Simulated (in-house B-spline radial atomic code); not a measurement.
Configurations of Mo V (Mo4+), with energies counted from [Kr] 4d2. Method: scalar-relativistic (X2C) B97-1, spin-polarised, spherical fractional occupations, exact exchange averaged over the configuration, Fermi nucleus of rms radius 4.4091 fm. Calculated with a B-spline radial code for spherical atoms. Shells without spins written out take the highest spin.

Occupations are held fixed; configurations that lie above the ionisation limit could autoionise.

```json
{"configuration": "[Kr] 4d1 5p1", "E - E(ref) (eV)": "18.437", "highest orbital": "5p up", "its <r> (bohr)": "2.794"}
{"configuration": "[Ar] 3d10 4s2 4p5 4d3", "E - E(ref) (eV)": "36.083", "highest orbital": "4d up", "its <r> (bohr)": "1.481"}
{"configuration": "[Ar] 3d10 4s2 4p5 4d2 5s1", "E - E(ref) (eV)": "48.479", "highest orbital": "5s up", "its <r> (bohr)": "2.44"}
{"configuration": "[Ar] 3d9 4s2 4p6 4d2 4f1", "E - E(ref) (eV)": "264.05", "highest orbital": "4f up", "its <r> (bohr)": "2.618"}
```

(1) Order these further configurations by energy, lowest first.
A. [Ar] 3d9 4s2 4p6 4d2 5s1
B. [Ar] 3d9 4s2 4p6 4d2 5f1
C. [Ar] 3d10 4s2 4p5 4d2 5p1
D. [Kr] 4d1 5f1
E. [Ar] 3d10 4s2 4p5 4d2 4f1

## Answers

(1) D (37.903 eV), C (55.926 eV), E (66.991 eV), A (245.07 eV), B (272.6 eV).
